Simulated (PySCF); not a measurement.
C3H8O2Si. Atoms are numbered in the order given.

```xyz
14

Si    -1.1822     0.5609     0.6676
C     -2.1810    -0.8779     0.0354
O      0.5003     0.1893     0.7111
C      1.1316    -0.0333    -0.4469
C      2.5935    -0.3081    -0.2660
O      0.5551    -0.0069    -1.5064
H     -1.4728     0.8367     2.1019
H     -1.3798     1.8027    -0.1299
H     -3.2574    -0.6601     0.1203
H     -1.9688    -1.7858     0.6205
H     -1.9392    -1.0698    -1.0195
H      2.7270    -1.1747     0.3978
H      3.0703     0.5511     0.2281
H      3.0635    -0.4961    -1.2374
```

Coordinates come from a PBE0-D3(BJ)/def2-SVP optimisation. Other conformers were not sampled.

Level of theory: PySCF with PBE/pcSseg-1.

GIAO shieldings, no solvent; atoms listed in one row are averaged. δ = σ(ref) − σ: ²⁹Si against TMS (σ = 335.4 ppm); ¹³C against TMS (σ = 182.0 ppm); ¹⁷O against H2O (σ = 334.3 ppm); ¹H against TMS (σ = 31.49 ppm), references at their B3LYP-D3(BJ)/def2-TZVP geometries, non-relativistic.

| nucleus | atoms | count | δ (ppm) |
|---|---|---|---|
| ²⁹Si | Si1 | 1 | -7.9 |
| ¹³C | C4 | 1 | 175.7 |
| ¹³C | C5 | 1 | 24.2 |
| ¹³C | C2 | 1 | -1.4 |
| ¹⁷O | O6 | 1 | 470.1 |
| ¹⁷O | O3 | 1 | 225.8 |
| ¹H | H8 | 1 | 5.56 |
| ¹H | H7 | 1 | 5.02 |
| ¹H | H12, H13, H14 | 3 | 2.31 |
| ¹H | H9, H10, H11 | 3 | 0.78 |
